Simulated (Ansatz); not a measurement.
Consider the hydrogenolysis of the Sb–C bond: `[CH3][SbH][CH2]N` + H₂ → `[CH3][SbH2]` + CH₃NH₂.

Computed with Ansatz on PBE0-D4/def2-TZVP structures; ΔE is electronic, products minus reactants. CCSD(T)/CBS adds triple-zeta CCSD(T) − MP2 to the extrapolated MP2 energy (def2 sets, frozen cores). This one scheme is used for every species. DFT in def2-TZVPP. def2 core potentials past Kr. For Sb outer-core shells are correlated without core-valence functions, which leaves a few kJ/mol of doubt a bond. One conformer a species, not always the lowest.

`[CH3][SbH][CH2]N`:

Cartesian coordinates in Å:
```
C -0.326 -1.443 -1.066
Sb -0.758 -1.030 1.008
C 0.616 0.691 1.147
N 0.650 1.644 0.065
H -1.095 -2.100 -1.470
H 0.638 -1.949 -1.136
H -0.302 -0.523 -1.650
H -2.090 -0.012 0.641
H 1.614 0.272 1.294
H 0.353 1.201 2.076
H 0.968 1.218 -0.795
H -0.268 2.031 -0.113
```

H₂:

Cartesian coordinates in Å:
```
H 0.112 -0.190 0.301
H -0.112 0.190 -0.301
```

`[CH3][SbH2]`:

```xyz
7

C    -0.462   -0.067   -0.737
Sb    0.443    0.899    0.971
H    -1.539    0.096   -0.701
H    -0.068    0.388   -1.645
H    -0.252   -1.134   -0.740
H     1.951    0.116    0.772
H    -0.073   -0.298    2.080
```

CH₃NH₂:

Z-matrix (Å, degrees):
```
C
N 1 1.453
H 1 1.092 2 109.4
H 1 1.100 2 115.4 3 -121.6
H 1 1.092 2 109.4 3 116.8
H 2 1.012 1 110.6 3 62.6
H 2 1.012 1 110.6 3 -179.3
```

Question: Is it downhill or uphill in electronic energy at CCSD(T)/CBS, and by how much? (An estimate is asked.)

Answer: Ansatz gave: Downhill: ΔE = -40.1 kJ/mol.

Question: What do these levels give: PBE-D4, B2PLYP, r2SCAN, PBE0, MP2/def2-TZVPP, CCSD(T)/def2-TZVPP? (An estimate is asked.)

Answer: Computed: PBE-D4 -36.7, B2PLYP -51.2, r2SCAN -43.9, PBE0 -54.3, MP2/def2-TZVPP -35.9, CCSD(T)/def2-TZVPP -46.0 kJ/mol.

Largest T1 diagnostic among the species: 0.013.

In def2-TZVPP, CCSD(T) changes the Hartree–Fock value by +38.4 kJ/mol (the triples alone add +8.2 kJ/mol) and MP2 by +48.6 kJ/mol. From PBE to PBE0 (25 % exact exchange), in def2-TZVPP and without D4, ΔE moves by −8.6 kJ/mol. The D4 term adds +14.3 kJ/mol with B3LYP and +7.9 kJ/mol with PBE0; it sums over pairs of atoms, weighted by their polarisabilities, and B3LYP, whose exchange is more repulsive, gets the larger term.

B3LYP here is the variant with VWN-RPA as its local correlation; programs differ in this.
